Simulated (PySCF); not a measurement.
Zr(Cl)3(OH) (Cl3HOZr), SMILES [OH][Zr]([Cl])([Cl])[Cl], multiplicity 1. Atoms are numbered in the order given.

```xyz
6

Zr     0.0000     0.0000     0.2113
Cl    -1.9264    -1.1122    -0.5562
Cl     0.0000     2.2244    -0.5562
Cl     1.9264    -1.1122    -0.5562
O      0.0000     0.0000     2.1047
H      0.0000     0.0000     3.0729
```

Coordinates come from a PBE-D3(BJ)/def2-SVP optimisation. The multiplicity is an assumed one; no other spin state was optimised. The isomer is the one that the SMILES or the coordinates give; other isomers of the formula were not compared. The def2 effective core potentials stand for the cores of Zr; spin–orbit coupling is left out. Other conformers were not sampled.

Computed with PySCF with PBE-D3(BJ)/def2-SVP.

Frequencies are harmonic and unscaled.

Modes within 1.5 cm⁻¹ of each other (mostly degenerate sets) share a row, with their intensities summed.

| mode | ν (cm⁻¹) | IR (km/mol) | moving atoms (share of kinetic energy) |
|---|---|---|---|
| 1–2 | 94 | 0.9 | Cl 89 %, Zr 10 % |
| 3 | 106 | 5.7 | Cl 61 %, Zr 31 % |
| 4–5 | 141 | 5.5 | O 52 %, Cl 22 %, H 18 % |
| 6–7 | 286 | 305.3 | H 79 %, O 19 % |
| 8 | 369 | 14.7 | Cl 89 %, Zr 9 % |
| 9–10 | 411 | 219.6 | Cl 60 %, Zr 39 % |
| 11 | 750 | 129.5 | O 78 %, Zr 17 % |
| 12 | 3849 | 386.7 | H 94 % |
